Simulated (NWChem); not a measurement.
# C4H7F; SMILES [C@H]1([C@@H](F)C1)C

Computed with NWChem. All runs use the structure optimised with B3LYP/6-31G* (spherical d).

**Question.** What does the run give for PBE0/def2-TZVP? Quantities: highest occupied level (eV); orbital gap (eV); dipole (D).

**Answer.** 
```
Item                         Value
---------------------------  -----
highest occupied level (eV)  -7.95
orbital gap (eV)              9.39
dipole (D)                    1.83
```
